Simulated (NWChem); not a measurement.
Species: C2H5F3Si; SMILES FC(F)[C@H](F)[SiH3]

```xyz
11

F     -0.0742    -1.2058    -1.2417
C     -0.3354    -1.1494     0.0987
F      0.7202    -1.7182     0.7548
C     -0.4645     0.2914     0.5588
F     -1.7102     0.7683     0.1210
Si     0.8882     1.4742    -0.1250
H     -1.2385    -1.7394     0.2911
H     -0.4734     0.2872     1.6562
H      0.6821     1.6804    -1.5764
H      0.7331     2.7670     0.5892
H      2.2382     0.9158     0.1377
```
Atoms are numbered in this order, from 1.

Computed with NWChem. Medium grid unless said otherwise, to which SCAN and Minnesota functionals are sensitive. Coordinates come from a B3LYP/6-31G* (spherical d) optimisation. Level r2SCAN/def2-SVPD: energy and gradient; each run changes one setting, and changes count from the defaults (medium grid, exact Coulomb integrals, symmetry on).

```
setting                              size of the energy change (μHa)  largest change of a gradient component (μHa/bohr)  time, defaults = 1 (rough)
-----------------------------------  -------------------------------  -------------------------------------------------  --------------------------
defaults                                                        < 10                                               < 30                     about 1
extra-fine grid                                                  800                                                 50                           2
Coulomb fitting, Ahlrichs set                                   1000                                                100                         0.4
tight SCF thresholds and tolerances                             < 10                                               < 30                     about 1
symmetry off                                                    < 10                                        other frame                     about 1
```
